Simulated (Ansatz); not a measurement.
```xyz
5

C    -0.0060   -0.0067   -1.5068
Br   -0.0094    0.0006    0.4218
H    -0.0036   -1.0451   -1.8505
H    -0.9085    0.5169   -1.8533
H     0.8992    0.5211   -1.8481
```

Basis set: cc-pVDZ (spherical functions). Correlated methods keep 10 orbitals frozen. Charge 0, multiplicity 1.

Computed with Ansatz (development build ahead of 0.2.0); each method stands on the lowest determinant of its kind that the runs found. Restricted open shells among the atoms or ions are ROHF, correlated in semicanonical orbitals with singles.

Q: Give the atomization energy at this shape (free ground-state atoms in the same class of orbitals less the molecule, no zero-point energy) of singlet CH₃Br by RHF-MP2, RHF.

A:

```json
{"method": "RHF-MP2", "atomization energy": "15.52 eV"}
{"method": "RHF", "atomization energy": "12.38 eV"}
```
